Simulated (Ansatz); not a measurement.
Reaction (formal exchange of groups at the In–C bond): `N#[C][In]([Cl])[Cl]` + `CCC` → `[Cl][InH][Cl]` + `CC(C)C#N`

Computed with Ansatz on PBE0-D4/def2-TZVP structures; ΔE is electronic, products minus reactants. CBS: MP2 limit from def2 TZ/QZ plus the TZ coupled-cluster correction, frozen cores. DFT in def2-TZVPP. def2 core potentials past Kr. For In outer-core shells are correlated without core-valence functions, which leaves a few kJ/mol of doubt a bond.

```csv
level,ΔE (kJ/mol)
r2SCAN0-D4,8.3
BHLYP-D4,13.5
PBE-QIDH,14.4
PBE,8.0
LC-ωPBE,12.3
CCSD(T)/def2-SVP,22.2
CCSD/def2-TZVPP,22.3
MP2/CBS(def2),19.3
```

Problem. What does CCSD(T)/CBS give? (An estimate is asked.)

Solution. Ansatz gave: +19.9 kJ/mol. The listed levels differ from it by -11.6, -6.4, -5.5, -11.9, -7.6, 2.3, 2.4, -0.6 kJ/mol.

Largest T1 diagnostic among the species: 0.014.

Leaving LDA and LC-ωPBE aside and taking each functional with its dispersion term where it has one, the values, not all of them listed here, spread over 11.8 kJ/mol, from B97M-V to B2PLYP. LDA lies −19.2 kJ/mol from PBE without D4.
